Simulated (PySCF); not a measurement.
Compound: C3H10BP.
Bonds: C1–C2, C2–C3, C2–B4, B4–P5. Hydrogens: H6, H7, H8 on C1; H9 on C2; H10, H11, H12 on C3; H13 on B4; H14, H15 on P5.

The calculation used PySCF 2.14.0, PBE0-D3(BJ)/def2-SVP geometry optimisation, gas phase.

Task: List the bond lengths, angles and torsions at this level.

Result: 
| bond | length (pm) | order |
| --- | --- | --- |
| C1–C2 | 152.8 | single |
| C2–C3 | 153.8 | single |
| C2–B4 | 157.2 | single |
| B4–P5 | 187.9 | single |
| C1–H6 and 5 like bonds | 110.2 | single |
| C2–H9 | 110.5 | single |
| B4–H13 | 121.3 | single |
| P5–H14, P5–H15 | 142.1 | single |

Bonds in one row agree within 1 pm and their mean is given. Orders are formal, as drawn. A selection of angles:
| angle | degrees |
| --- | --- |
| C2–C1–H6 | 111.2 |
| H6–C1–H7 | 107.6 |
| C1–C2–C3 | 111.1 |
| C1–C2–B4 | 113.0 |
| C1–C2–H9 | 108.9 |
| C3–C2–B4 | 105.6 |
| C3–C2–H9 | 107.5 |
| B4–C2–H9 | 110.6 |
| C2–C3–H10 | 110.4 |
| C2–B4–P5 | 123.2 |
| C2–B4–H13 | 119.7 |
| P5–B4–H13 | 117.0 |
| B4–P5–H14 | 103.3 |
| H14–P5–H15 | 99.5 |

Torsions: C1–C2–B4–P5 -132° (anticlinal). The mirror-image conformer, all signs reversed, is as good.

B4 (three-coordinate boron) is planar (angles 123.2°, 119.7° and 117.0°, sum 359.8°, 0.04 Å off the plane of its three neighbours). P5 (three-coordinate phosphorus) is pyramidal (angles 103.3°, 103.1° and 99.5°, sum 305.9°, 0.68 Å off the plane of its three neighbours).

Point group: C1 (no symmetry element, even within 0.4 Å). No frequency check. The numbers are those of one conformer (C1–C2–B4–P5 -132°, C2–B4–P5–H -141° and -38°).

Time: 31 s of wall time; peak memory 0.53 GiB. Hardware: Arm Neoverse V2, one thread, no GPU, shared host with 96 logical CPUs at a one-minute load of 39. These figures are those of the optimisation.
